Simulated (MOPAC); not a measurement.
MOPAC input (PM6):

```
PM6 1SCF CHARGE=1 GEO-OK AUX(PRECISION=9) THREADS=1
H2As

As   -0.02388811 1   -0.04908631 1   -0.02812370 1
H    -0.00211194 1    1.45250692 1   -0.32091890 1
H     0.79041952 1    0.16734137 1    1.24900104 1
```

From the last part of the output:

```
                                                       MOPAC v23.2.5 Linux

          FINAL HEAT OF FORMATION =        228.13257 KCAL/MOL =     954.50666 KJ/MOL

          COSMO AREA              =         65.75 SQUARE ANGSTROMS
          COSMO VOLUME            =         49.02 CUBIC ANGSTROMS

          IONIZATION POTENTIAL    =         17.231004 EV
          HOMO LUMO ENERGIES (EV) =        -17.231 -7.906
          NO. OF FILLED LEVELS    =          3
          MOLECULAR WEIGHT        =         76.9374         POINT GROUP:  C2v

          MOLECULAR DIMENSIONS (Angstroms)

            Atom       Atom       Distance
            H     3    H     2     2.17817
           As     1    H     3     1.07466
           As     1    H     2     0.00000

          SCF CALCULATIONS        =          1

   ATOM   CHEMICAL          X               Y               Z
  NUMBER   SYMBOL      (ANGSTROMS)     (ANGSTROMS)     (ANGSTROMS)

     1      As         -0.02388811  *  -0.04908631  *  -0.02812370  *
     2       H         -0.00211194  *   1.45250692  *  -0.32091890  *
     3       H          0.79041952  *   0.16734137  *   1.24900104  *

                             CARTESIAN COORDINATES

   1   As       -0.023888110    -0.049086310    -0.028123700
   2    H       -0.002111940     1.452506920    -0.320918900
   3    H        0.790419520     0.167341370     1.249001040

           Empirical Formula: H2 As  =     3 atoms

      MOLECULAR POINT GROUP   :   C2v

                  EIGENVALUES
 -23.01043 -19.30938 -17.23100  -7.90599  -3.51603  -3.21237  39.05739  39.07629
  39.16341  39.46114  39.61617

              NET ATOMIC CHARGES AND DIPOLE CONTRIBUTIONS

  ATOM NO.   TYPE          CHARGE      No. of ELECS.   s-Pop       p-Pop       d-Pop
    1         As           0.761018        4.2390     1.78098     2.44785     0.01015
    2          H           0.119491        0.8805     0.88051
    3          H           0.119491        0.8805     0.88051
 DIPOLE           X         Y         Z       TOTAL
 POINT-CHG.     0.427     0.878     0.503     1.098
 HYBRID         0.308     0.633     0.363     0.792
 SUM            0.735     1.511     0.866     1.890

          ATOMIC ORBITAL ELECTRON POPULATIONS

     Atom    s        px        py        pz      x^2-y^2     xz        z^2       yz        xy
    1 As   1.78098   0.34888   1.23323   0.86575   0.00379   0.00281   0.00239   0.00082   0.00033
    2  H   0.88051
    3  H   0.88051

 **********************
 *                    *
 * JOB ENDED NORMALLY *
 *                    *
 **********************

 == MOPAC DONE ==
```

The dipole moment of an ion depends on the origin.
